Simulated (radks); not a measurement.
Question: Xe VI, 49 electrons, occupied as [Kr] 4d10 5s2 5p1. Calculated with a radial shooting solver on a logarithmic mesh with Libxc functionals: Dirac Kohn-Sham, LB94 model potential, spin-unpolarised, spherical densities, finite nucleus; open shells fill j = l - 1/2 first; Fermi nuclear charge, rms radius 4.7859 fm. Some entries of the table are withheld. Estimate them.

orbital,occ.,eigenvalue (Ry),<r^2> (bohr^2)
1s1/2,2,-2540.785,0.0009607
2s1/2,2,-400.6566,0.01536
2p1/2,2,-377.2146,(1)
2p3/2,4,-353.1008,(2)
3s1/2,2,-86.54073,(3)
3p1/2,2,-76.67782,0.1014
3p3/2,4,-72.11843,0.1093
3d3/2,4,-54.66910,0.09122
3d5/2,6,-53.69891,0.09349
4s1/2,2,-19.61058,0.5794
4p1/2,2,-16.13555,0.6310
4p3/2,4,-15.22043,0.6794
4d3/2,4,-9.57486,0.8599
4d5/2,6,-9.42421,0.8804
5s1/2,2,-6.03764,3.034
5p1/2,1,-5.04553,3.664
5p3/2,0,-4.88055,3.900

Answer: 
(1) 2p1/2 <r^2> (bohr^2): 0.01132
(2) 2p3/2 <r^2> (bohr^2): 0.01260
(3) 3s1/2 <r^2> (bohr^2): 0.1068
